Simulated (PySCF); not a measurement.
Computed properties of B2O2, SMILES O=BB=O

boron monoxide dimer (B2O2), SMILES O=BB=O. Coordinates come from a ωB97X-D3(BJ)/def2-TZVP optimisation. The values are those of a single conformer. All values are computed for the isolated molecule unless a solvent is named; none is compared with measurement here.

**Structure.** The optimised structure has D∞h symmetry. All 7 harmonic modes at ωB97X-D3(BJ)/def2-TZVP (PySCF) are real, so it is a minimum. With heavy atoms numbered as in [O:1]=[B:2][B:3]=[O:4], the shortest bond between them is O1–B2 at 1.198 Å and the longest B2–B3 at 1.650 Å.

**Vibrations.** The strongest infrared lines (harmonic, unscaled, degenerate partners summed) lie at 1992 cm⁻¹ (199 km/mol, B 60 %, O 40 %), 217 cm⁻¹ (128 km/mol, B 60 %, O 40 %). The softest mode is at 217 cm⁻¹ and the zero-point energy is 8.9 kcal/mol.

**Electronic structure.** HF/def2-TZVPD (PySCF) places the frontier levels at -14.72 and 0.79 eV, a gap of 15.51 eV, and gives a dipole moment of 0.00 D and a mean polarisability of 27.0 bohr³.

**Excitations.** TDDFT-CAM-B3LYP/def2-SVPD (PySCF) has S1 at 6.69 eV (185 nm, f = 0.000, dark); the most intense of the 10 singlets computed lies at 8.58 eV (f = 0.00). Strengths of degenerate partners are summed. T1 (TDA) is at 5.83 eV. No vertical singlet excitation falls in the visible range (under 3.1 eV).

**NMR.** GIAO shifts at KT2/pcSseg-2 (PySCF) (non-relativistic, atoms alike by connectivity averaged): ¹¹B at -4.2 ppm against BF3.
